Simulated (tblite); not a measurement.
Compound: C5H5ClO2Si.
Bonds: O1–C2 (double), C2–C3, C3–C4 (double), C4–Si5, Si5–Cl6, C4–C7, C7–O8 (double), C7–C9, C2–C9. Hydrogens: H10 on C3; H11, H12 on Si5; H13, H14 on C9.

Structure optimised with GFN2-xTB, isolated species.

**Question.** List the bond lengths, angles and torsions at this level.

**Answer.** 
```tsv
bond	length (Å)
O1=C2	1.203
C2–C3	1.481
C3=C4	1.341
C4–Si5	1.889
Si5–Cl6	2.012
C4–C7	1.484
C7=O8	1.204
C7–C9	1.514
C2–C9	1.518
C3–H10	1.077
Si5–H11, Si5–H12	1.458
C9–H13, C9–H14	1.091
```

Bonds in one row agree within 0.01 Å and their mean is given. A selection of angles:
```tsv
angle	degrees
O1–C2–C3	126.7
O1–C2–C9	126.8
C3–C2–C9	106.5
C2–C3–C4	111.9
C3–C4–Si5	130.8
C3–C4–C7	109.7
Si5–C4–C7	119.5
C4–Si5–Cl6	107.0
C4–C7–O8	125.1
C4–C7–C9	107.7
O8–C7–C9	127.2
C2–C9–C7	104.3
```

Dihedral angles: O1–C2–C3–C4 180° (antiperiplanar); C2–C3–C4–Si5 180° (antiperiplanar); C3–C4–Si5–Cl6 0° (synperiplanar); C3–C4–C7–O8 180° (antiperiplanar); C4–C7–C9–C2 0° (synperiplanar); O1–C2–C9–C7 180° (antiperiplanar).

The 9 heavy atoms lie in one plane (0.000 Å rms). The 5-membered ring C2–C3–C4–C7–C9 has internal angles of 104.3° to 111.9° (sum 540°, against 540° for a flat polygon); it is planar, 0.00 Å rms from its mean plane, widest ring torsion 0°. Si5 (chlorine-bound silicon) is distorted tetrahedral (angles from 107.0° to 113.6°). The 5 C–C bonds span 1.341 Å (C3=C4, drawn double) to 1.518 Å (C2–C9, drawn single), a spread of 0.177 Å.

Point group: Cs (tolerance 0.08 Å). Its GFN2-xTB frequencies are all real (lowest 30 cm⁻¹). One conformer, not necessarily the lowest. 3 starts were optimised and ended at 0.00, 0.84 and 0.84 kcal/mol (GFN2-xTB); the lowest of these is shown.

These are computed values.
